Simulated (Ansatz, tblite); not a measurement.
Isomers of SiSe2⁺ (doublet), found by a short tight-binding search and relaxed with r2SCAN-D4/def2-TZVP in Ansatz.

The xTB rows come from tblite. Correlated methods freeze 23 core orbitals; core or outer-core shells of Se are correlated, in sets that lack core-valence functions. In CCSD on the charge 1 doublet the largest single amplitude is 0.20, so its Hartree–Fock determinant may place the open shell otherwise than the density functionals do.

Run but left out: HF/def2-TZVPP, MP2/def2-TZVPP (A: ⟨S²⟩ 1.10, where a pure state has 0.75).

A: At PBE-D4/def2-TZVP the gap within one spin of the charge 1 doublet nearly closes, so an electron or hole may be smeared out by delocalisation error. At CCSD(T)/def2-TZVPP the charge 1 doublet is spin-contaminated (final ⟨S²⟩ up to 1.10, 0.75 for a pure state).

Other spin states were run for one of them alone.

A:

```csv
atom,x (Å),y (Å),z (Å)
Si1,-0.0001,0.0000,0.0000
Se2,-0.2247,2.0445,-0.3328
Se3,0.2247,-2.0445,0.3328
```

B:

```xyz
3

Si    1.113   -0.783   -0.102
Se   -0.503    0.320    1.195
Se   -0.610    0.464   -1.093
```

Problem. Estimate which lies lowest at each level, and how far above it the others are (kJ/mol).

Solution. 
```tsv
level	A	B
GFN1-xTB	0.0	81.0
GFN2-xTB	0.0	52.0
PBE-D4/def2-TZVP	73.7	0.0
r2SCAN-D4/def2-TZVP	59.1	0.0
B97M-V/def2-TZVP	63.6	0.0
r2SCANh-D4/def2-TZVP	64.3	0.0
PBE0-D4/def2-TZVP	82.3	0.0
CCSD/def2-TZVPP	77.7	0.0
CCSD(T)/def2-TZVPP	76.3	0.0
```
Point groups (tolerance 0.1 Å): A D∞h, B C2v. Lower isomers may exist.
